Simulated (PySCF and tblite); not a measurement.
Values are calculated unless marked as measured or tabulated.
System: C₆H₇N, numbered as in [CH2:1]=[CH:2][C:3]#[C:4][C@H:5]1[CH2:6][NH:7]1.

Motion: pyramidal inversion at N7. GFN2-xTB gives an electronic barrier of 15.4 kcal/mol and a reaction energy of 1.7 kcal/mol.

**Question.** What does B3LYP/pcSseg-1 + D3(BJ) give on B3LYP-D3(BJ)/def2-SVP geometries?

**Answer.** A barrier of 17.3 kcal/mol, 1.9 above the tight-binding barrier (from unrounded values), a reaction energy of 1.6 kcal/mol and, with GFN2-xTB thermal terms, ΔG‡(298 K) = 15.8 kcal/mol and k = 15 s⁻¹ (1 equivalent path).

**Question.** And the level of the geometries itself, B3LYP-D3(BJ)/def2-SVP?

**Answer.** 15.9 kcal/mol.

Programs: tblite and PySCF.
